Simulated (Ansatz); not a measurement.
One change: `[SiH3]C[O][SnH3]` becomes `[CH3][AlH][O]C[SiH3]`.

Ansatz, PBE0-D4/def2-TZVP geometries, multiplicity 1. Each molecule was computed in one conformer, which needn't be the lowest.

Elements past krypton have def2 core potentials.

| property | `[SiH3]C[O][SnH3]` |
| --- | --- |
| HOMO–LUMO gap (ωB97M-V/def2-TZVPP) / eV | 10.74 |
| LUMO energy (ωB97M-V/def2-TZVPP) / eV | 0.90 |
| HOMO–LUMO gap (PBE0/def2-TZVPP) / eV | 6.99 |
| size of the dipole moment (PBE/def2-TZVPP) / D | 1.99 |
| size of the dipole moment (B3LYP/def2-TZVPP) / D | 2.06 |
| HOMO energy (PBE/def2-TZVPP) / eV | -6.19 |

Task: Give the same properties after the change, and the shifts. (Best estimate.)

Result: Computed: 
```tsv
property	`[CH3][AlH][O]C[SiH3]`	shift
HOMO–LUMO gap (ωB97M-V/def2-TZVPP) / eV	10.79	0.05
LUMO energy (ωB97M-V/def2-TZVPP) / eV	0.96	0.06
HOMO–LUMO gap (PBE0/def2-TZVPP) / eV	6.92	-0.07
size of the dipole moment (PBE/def2-TZVPP) / D	0.82	-1.17
size of the dipole moment (B3LYP/def2-TZVPP) / D	0.77	-1.29
HOMO energy (PBE/def2-TZVPP) / eV	-6.18	0.01
```

Dipoles are sizes alone; their direction can turn.

B3LYP here is the variant with VWN-RPA as its local correlation; programs differ in this.
